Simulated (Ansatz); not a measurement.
H$_{7}$InSSi$_{2}$ (`[SiH3][SiH2][S][InH2]`), relaxed with RKS PBE0-D4/def2-TZVP in Ansatz 0.2.0 from a GFN2-xTB geometry. The force threshold is 0.005 eV/Å; the program also tests the step.

Charge 0, multiplicity 1. In: def2 effective core potential.

Start:

```xyz
11

Si    0.409   -1.627   -0.286
Si   -0.741   -0.318    1.269
S     0.211    1.612    1.534
In    0.342    2.136   -0.804
H    -0.427   -1.955   -1.448
H     0.853   -2.893    0.304
H     1.607   -0.922   -0.798
H    -2.141   -0.038    0.906
H    -0.739   -0.803    2.650
H    -0.500    1.218   -1.996
H     1.126    3.589   -1.330
```

```csv
step,energy (eV),largest force (eV/Å),largest move (Å)
1,-31869.8808,0.964,0.000
2,-31869.9534,0.476,0.193
3,-31870.0256,0.159,0.091
4,-31870.0279,0.067,0.012
5,-31870.0287,0.013,0.016
6,-31870.0304,0.018,0.098
7 (rejected),-31870.0300,0.196,0.196
8 (rejected),-31870.0258,0.112,0.098
9,-31870.0313,0.020,0.048
10,-31870.0323,0.072,0.098
11,-31870.0327,0.155,0.088
12,-31870.0341,0.125,0.023
13,-31870.0378,0.068,0.079
14,-31870.0437,0.143,0.195
15 (rejected),-31870.0412,0.277,0.167
16,-31870.0489,0.119,0.081
17,-31870.0536,0.113,0.098
18,-31870.0577,0.192,0.149
19,-31870.0597,0.182,0.087
20,-31870.0663,0.013,0.075
21,-31870.0674,0.016,0.054
22,-31870.0675,0.095,0.159
23,-31870.0686,0.042,0.044
24 (rejected),-31870.0686,0.027,0.010
25,-31870.0687,0.007,0.005
26,-31870.0688,0.003,0.009
27,-31870.0688,0.005,0.015
28,-31870.0688,0.003,0.008
```

End:

```xyz
11

Si    0.363   -1.817   -0.248
Si   -0.784   -0.282    1.093
S     0.466    1.415    1.441
In    0.416    2.413   -0.740
H    -0.473   -2.984   -0.643
H     1.570   -2.306    0.470
H     0.812   -1.116   -1.486
H    -2.067    0.109    0.444
H    -1.102   -0.880    2.417
H    -0.613    1.653   -1.878
H     1.412    3.795   -0.871
```

Hardware: 4 threads of an Arm Neoverse V2 on a shared host. Wall time 110 s, peak host memory 0.7 GiB.
